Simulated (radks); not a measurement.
The numbers below are computed, except where a source is named.
Valence configurations of Al I (all share [Ne]). Level of theory: scalar-relativistic Kohn-Sham, r2SCAN, spin-polarised, spherical densities, finite nucleus; open shells are filled with parallel spins first; meta-GGA in the generalised Kohn-Sham scheme; Fermi nuclear charge, rms radius 3.061 fm (a radial shooting solver on a logarithmic mesh with Libxc functionals). Energies are relative to 3s2 3p1; eigenvalues in eV for spin up.

\begin{tabular}{lrrrr}
valence & E (eV) & moment (Bohr magnetons) & e(3p) & e(3s) \\ \hline
3s2 3p1 & 0.000 & 1 & -3.057 & -8.362 \\
3s1.5 3p1.5 & 1.872 & 2 & -3.648 & -9.181 \\
3s1 3p2 & 3.049 & 3 & -4.053 & -9.732 \\
3s0.5 3p2.5 & 5.893 & 3 & -4.358 & -10.048 \\
3p3 & 8.735 & 3 & -4.640 & - \\
\end{tabular}

NIST lists [Ne] 3s2 3p1 as the ground configuration; this level of theory agrees among the configurations tried. The energies are those of spherical high-spin densities, not of single terms.
